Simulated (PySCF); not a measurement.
SiH2Br2, SMILES Br[SiH2]Br. Atoms are numbered in the order given.

```xyz
5

Si     0.0000     0.0000     1.0028
Br     1.8310     0.0000    -0.2528
Br    -1.8310     0.0000    -0.2528
H      0.0000    -1.2322     1.8293
H      0.0000     1.2322     1.8293
```
Charge 0, spin multiplicity 1.

The structure is a stationary point at r2SCAN-D4/def2-SVP.

Calculation: TDA-PBE/def2-SVPD in PySCF.

Vertical excitations. Isolated molecule, no solvent. State labels are in the subgroup C2v.

Computed excitation energies, oscillator strengths and character:
```tsv
state	symmetry	energy (eV)	λ (nm)	f	main pairs
S1	B2	5.71	217	0.011	HOMO→LUMO 98 %
S2	A2	5.97	208	0.000	HOMO−2→LUMO 93 %
S3	B1	6.01	206	0.054	HOMO−1→LUMO 94 %
S4	A1	6.22	199	0.001	HOMO−3→LUMO 83 %, HOMO−1→LUMO+1 17 %
S5	A2	6.27	198	0.000	HOMO→LUMO+1 93 %
S6	A1	6.39	194	0.030	HOMO−1→LUMO+1 81 %, HOMO−3→LUMO 16 %
S7	B2	6.53	190	0.019	HOMO−2→LUMO+1 98 %
S8	B1	6.83	181	0.009	HOMO−3→LUMO+1 71 %, HOMO−1→LUMO+2 24 %
S9	B2	6.98	178	0.001	HOMO→LUMO+2 97 %
S10	B1	7.02	177	0.069	HOMO−1→LUMO+2 74 %, HOMO−3→LUMO+1 19 %
T1	B2	5.41	229	0	HOMO→LUMO 99 %
T2	B1	5.43	228	0	HOMO−1→LUMO 100 %
T3	A2	5.70	218	0	HOMO−2→LUMO 96 %
T4	A1	5.87	211	0	HOMO−3→LUMO 99 %
```
Triplets are in the Tamm–Dancoff approximation.
